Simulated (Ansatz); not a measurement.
Harmonic frequencies (cm⁻¹) at PBE0-D4/def2-TZVP from Ansatz: 121, 135, 202, 212, 261, 372, 561, 628, 931.

(1) Which molecule is it?
A. `Cl[Si](Cl)(Cl)Cl`
B. `F[Si](Cl)(Cl)I`
C. `C#C[Si](Cl)(Cl)Cl`
D. `Br[SiH](Br)Br`

## Answers

(1) B.
